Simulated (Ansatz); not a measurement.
Consider the ligand exchange at the In–C bond: `[CH3][InH][CH2]O` + CH₃NH₂ → `C[NH][InH][CH3]` + CH₃OH.

Calculated with Ansatz (gas phase, PBE0-D4/def2-TZVP geometries, no zero-point term in ΔE). CCSD(T)/CBS adds triple-zeta CCSD(T) − MP2 to the extrapolated MP2 energy (def2 sets, frozen cores). This one scheme is used for every species. DFT in def2-TZVPP. B3LYP here is the variant with VWN-RPA as its local correlation; programs differ in this. Elements past krypton have def2 core potentials. For In outer-core shells are correlated without core-valence functions, which leaves a few kJ/mol of doubt a bond. One conformer a species, not always the lowest.

**Question.** Is it downhill or uphill in electronic energy at CCSD(T)/CBS, and by how much? (Estimate.)

**Answer.** The calculation gave: Downhill: ΔE = -65.3 kJ/mol.

**Question.** What do these levels give: PBE-D4, PBE0-D4, B3LYP-D4, ωB97X-V, B2PLYP, r2SCAN, B3LYP, HF/def2-TZVPP, MP2/def2-TZVPP, SCS-MP2/def2-TZVPP, MP2/def2-QZVPP, MP2/CBS(def2)? (Estimate.)

**Answer.** Computed: PBE-D4 -55.4, PBE0-D4 -55.9, B3LYP-D4 -60.2, ωB97X-V -59.6, B2PLYP -63.2, r2SCAN -59.7, B3LYP -59.1, HF/def2-TZVPP -64.5, MP2/def2-TZVPP -65.4, SCS-MP2/def2-TZVPP -65.6, MP2/def2-QZVPP -67.2, MP2/CBS(def2) -68.1 kJ/mol.

Largest T1 diagnostic among the species: 0.015.
